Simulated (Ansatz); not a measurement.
Relaxation of BF₂H₆NO₂ (12 atoms, charge 0, multiplicity 1), to a largest force component of 0.03 eV/Å in at most 50 steps.

Level of theory: RKS B3LYP/def2-SVP (Ansatz).

```xyz
12
Properties=species:S:1:pos:R:3:forces:R:3
B -1.095 0.418 -0.251 -0.13 0.00 0.92
N 1.475 -0.803 -0.526 0.21 -0.10 0.01
O -1.728 -0.537 -0.978 0.01 0.01 0.02
O -0.640 1.572 -0.785 -0.01 0.02 0.06
H 0.745 0.500 2.377 -1.06 0.34 -0.25
F -1.014 0.287 1.118 0.09 0.12 -0.80
H 1.479 -0.647 0.482 0.02 0.01 0.00
F 1.581 0.158 2.504 0.88 -0.37 0.11
H 0.700 -1.410 -0.779 -0.01 0.01 -0.01
H 1.351 0.094 -0.987 0.00 -0.01 -0.01
H -2.053 -1.272 -0.442 0.00 0.01 -0.01
H -0.800 1.642 -1.734 -0.01 -0.04 -0.03
```

Where does it end, and by what steps?

The forces met the threshold. After 6 steps the energy has fallen by 0.122 eV; H5 moved furthest, 0.44 Å.

```
step  energy less start (eV)  largest force component (eV/Å)  accepted
   0                  0.0000                           1.058       yes
   1                 -0.0848                           0.359       yes
   2                 -0.1104                           0.769       yes
   3                 -0.1193                           0.190       yes
   4                 -0.1200                           0.136       yes
   5                 -0.1210                           0.056       yes
   6                 -0.1217                           0.029       yes
```

```xyz
12
Properties=species:S:1:pos:R:3
B -1.162 0.499 -0.130
N 1.672 -0.889 -0.572
O -1.740 -0.506 -0.831
O -0.693 1.625 -0.700
H 0.446 0.382 2.084
F -1.087 0.418 1.224
H 1.649 -0.668 0.425
F 1.326 0.178 2.317
H 0.839 -1.430 -0.801
H 1.597 -0.004 -1.073
H -2.064 -1.231 -0.282
H -0.783 1.625 -1.661
```

Whether the end is a true minimum wasn't checked by a vibrational analysis.

Time of the run: 23 s on 2 threads of Arm Neoverse V2 (shared host), peak memory 0.25 GiB.
